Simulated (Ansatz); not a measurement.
The Ga1–H2 bond of GaH is stretched (multiplicity 1).


Cores are frozen in the correlated methods. Filled d and f shells under p-block atoms count as core.

Codes used: Ansatz (a first-principles code) with Gaussian orbitals. Values without a source in brackets are computed.

Energies above the point at 1.689 Å (the B3LYP-D3(BJ) bond length), FCI/cc-pVTZ (kcal/mol): 3.88 at 1.520 Å; 2.48 at 1.858 Å; 67.70 at 6.756 Å.

Question: Take the last value as the depth D of a Morse curve D(1 − e^(−a(R − R₀)))², fit a and R₀ to the two near points, and test it at 2.280 and 2.956 Å.

Answer: 
With D = 67.7, both near points (counted from the curve's value at 1.689 Å) are met by a = 1.26 Å⁻¹ and R₀ = 1.690 Å, so k = 2Da² = 216 kcal/(mol Å²). The curve then gives 18.7 and 43.1 kcal/mol; the level itself gives 18.6 and 45.0, so Morse is off by 0.1 and -1.9.
